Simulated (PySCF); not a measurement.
InH3, SMILES [InH3]. The structure is a stationary point at B3LYP-D3(BJ)/def2-TZVPD. The def2 effective core potentials stand for the cores of In; spin–orbit coupling is left out.

Question: Give the equilibrium geometry at B3LYP-D3(BJ)/def2-TZVPD (PySCF confirms it by a frequency run) as Cartesian coordinates in Å, and its point group. (The exact figures need the calculation; the answer reports its results.)

Answer: point group D3h.
```xyz
4

In     0.0000     0.0000     0.0000
H      1.7306     0.0000     0.0000
H     -0.8653     1.4987     0.0000
H     -0.8653    -1.4987     0.0000
```
Charge 0, spin multiplicity 1.
